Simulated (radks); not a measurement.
Numerical settings for neutral nitrogen, [He] 2s2 2p3. All-electron calculation, scalar-relativistic Kohn-Sham, BLYP, spin-polarised, spherical densities, finite nucleus; open shells are filled with parallel spins first; Fermi nuclear charge, rms radius 2.5582 fm. Program: a radial shooting solver on a logarithmic mesh with Libxc functionals. The defaults (mesh step 0.008 in ln r, mesh end at 40 bohr or more with all orbitals vanishing there, Anderson mixing 0.5 over 9 steps, residual threshold near 1e-9 with the energy settled to 1e-9 hartree or 1e-11 of itself, here a cap of 86 iterations) give E = -54.6253 hartree and 2p at -8.077 eV in 33 iterations. Run on one thread of a shared host, so times are rough (Intel(R) Xeon(R) 6975P-C): 0.1 s of CPU time, 0.1 s wall, 33 iterations on 2208 mesh points. Changes against that run (0 stands for a change within the tolerance of the run):

setting                    iterations  converged  E (mhartree)  e(2p) (meV)  CPU (s)
mesh step in ln r 0.08             14        yes      +0.00188            0     0.01
mesh step in ln r 0.03             14        yes             0            0     0.02
mesh step in ln r 0.005            86         no             0            0     0.36
mesh end (bohr) 5                  38        yes           +10         +501      0.1
mesh end (bohr) 8                  32        yes       +0.0887        +10.1     0.09
residual threshold 1e-16           86         no             0            0     0.21
residual threshold 1e-13           86         no             0            0     0.21
mixing 0.01                        86         no             0            0     0.23
linear mixing, mixing 1            11         no         +7.89         -183     0.04
linear mixing, mixing 0.2          86         no             0            0     0.24
mixing history 3                   86         no             0       -0.101     0.21
iteration cap 3                     3         no       +0.0579        -18.3     0.01

Settings that end as converged yet miss the energy by more than 1 mhartree: mesh end (bohr) 5 (+0.01 hartree). A mesh that ends early acts as a hard wall.
